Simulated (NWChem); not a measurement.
SiCl, doublet; SMILES [Si]Cl

Computed with NWChem. Spin-unrestricted. The state is orbitally degenerate and is run as one real component. Structure relaxed at the PBE-D3(BJ)/def2-SVP, spin-unrestricted level. No stability test was run on the SCF state. Solvent water, SMD (1 M gas to 1 M solution), gas-phase geometry. Reactions with the solvent are ignored.

Question: Taking PBE0/def2-TZVPD as the yardstick, which of these has the fewest basis functions while keeping “solvation free energy (kcal/mol)” within 0.5 kcal/mol of it: PBE0/def2-TZVPP; PBE0/def2-SVPD; PBE0/def2-SVP; PBE0/def2-TZVP; PBE0/STO-3G?

Answer: PBE0/def2-SVP.
| level | basis functions | solvation free energy (kcal/mol) |
|---|---|---|
| PBE0/STO-3G | 18 | -2.6 |
| PBE0/def2-SVP | 36 | -1.0 |
| PBE0/def2-SVPD | 51 | -1.2 |
| PBE0/def2-TZVP | 74 | -1.1 |
| PBE0/def2-TZVPP | 84 | -1.1 |
| PBE0/def2-TZVPD | 89 | -1.1 |

The yardstick is one finite set, not the basis-set limit.
